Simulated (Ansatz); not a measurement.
A nudged elastic band was laid between two geometries of BH6SbSi (9 atoms, charge 0, multiplicity 1).

All numbers below come from RKS PBE/def2-SVP in Ansatz 0.2.0.

```
movable images  : 7
climbing image  : yes
spring          : 5.0 eV/Å²
optimiser       : quadratic models (default)
start path      : through a guess of the saddle point
force threshold : 0.03 eV/Å
iteration limit : 60
end points      : relaxed
```

Image 0:

```xyz
9
Properties=species:S:1:pos:R:3
Si -0.697 1.121 -0.817
B 0.727 -0.215 -0.331
Sb 1.074 -0.935 1.739
H -1.750 0.346 -1.581
H -0.209 2.221 -1.730
H -1.379 1.758 0.368
H 1.528 -0.588 -1.168
H 1.292 -2.600 1.339
H -0.586 -1.107 2.181
```

Image 8:

```xyz
9
Properties=species:S:1:pos:R:3
Si -0.781 1.039 -0.847
B 0.362 -0.573 -0.471
Sb 0.294 -1.712 1.432
H -1.457 0.994 -2.196
H 0.162 2.224 -0.864
H -1.831 1.314 0.199
H 1.067 -1.034 -1.351
H 0.184 -0.351 2.490
H 2.001 -1.901 1.609
```

Which bonds break or form, and what moves?

No bond is made or broken. The dihedral Si1–B2–Sb3–H9 goes from 42 to -137°. The two ends are copies of one structure, up to a mirror image or an exchange of like atoms.

What energy profile does the band end with?

The run converged. The highest image is number 3 of 0 to 8, 0.259 eV above the ends, which have the same energy within 2 meV. A vibrational analysis at the climbing image gives 2 clearly imaginary modes (171i, 59i cm⁻¹): a point of higher order, so a lower path passes nearby.

```
image  path coordinate (Å)  energy (eV)  dihedral Si1–B2–Sb3–H9 (°)
    0                 0.00        0.000                          42
    1                 0.99        0.067                          73
    2                 1.97        0.190                         104
    3                 2.95        0.259                         135
    4                 3.59        0.225                         154
    5                 4.22        0.153                         173
    6                 4.85        0.075                        -170
    7                 5.48        0.014                        -153
    8                 6.12        0.000                        -137
```

What is the geometry of the highest image?


```xyz
9
Properties=species:S:1:pos:R:3
Si -0.657 1.327 -0.830
B 0.198 -0.384 -0.193
Sb 0.543 -0.965 1.999
H -1.941 0.967 -1.543
H 0.232 2.009 -1.844
H -0.991 2.323 0.250
H 0.551 -1.193 -1.031
H 2.133 -1.527 1.558
H -0.067 -2.557 1.635
```

The run took 6.5 min on 1 CPU thread of a shared host.
